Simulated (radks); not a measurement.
Q: Pd XLII, 5 electrons, occupied as [He] 2s2 2p1 (the NIST ground configuration). Calculated with a radial shooting solver on a logarithmic mesh with Libxc functionals: non-relativistic Kohn-Sham, TPSS, spin-polarised, spherical densities, point nucleus; open shells are filled with parallel spins first (spin-orbit coupling, left out, can overturn this in heavy ions); meta-GGA in the generalised Kohn-Sham scheme; relativity is left out, which matters for an element this heavy. Some entries of the table are withheld. Estimate them.

orbital  occ.  eigenvalue (eV)  <r> (bohr)
1s up       1        -26976.70         (1)
1s down     1        -26962.53         (2)
2s up       1        -6291.738      0.1356
2s down     1        -6268.396      0.1359
2p up       1        -6170.115      0.1146
2p down     0        -6138.104      0.1149

A: 
(1) 1s up <r> (bohr): 0.03297
(2) 1s down <r> (bohr): 0.03295
